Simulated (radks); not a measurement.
Spherical jellium clusters: N electrons in a uniform positive sphere of charge N and radius rs N^(1/3), rs = 2.87 bohr. Calculated with a radial shooting solver with Libxc functionals: non-relativistic Kohn-Sham, PBE, spin-polarised, spherical densities. Levels are named by radial order and angular momentum (1s, 1p, 1d, 2s, ...), and open shells are averaged over m.

N = 2, configuration 1s2. This is the lowest configuration that the search found. Occupied and some empty levels:

| level | occupation | eigenvalue (eV) | <r> (bohr) |
|---|---|---|---|
| 1s | 2 | -4.1222 | 3.228 |
| 1p | 0 | -0.98644 | 5.446 |

Energy (eV): total -3.03088, kinetic 4.9907, external -32.959, Hartree 15.301, exchange-correlation -8.4236, background 18.061.
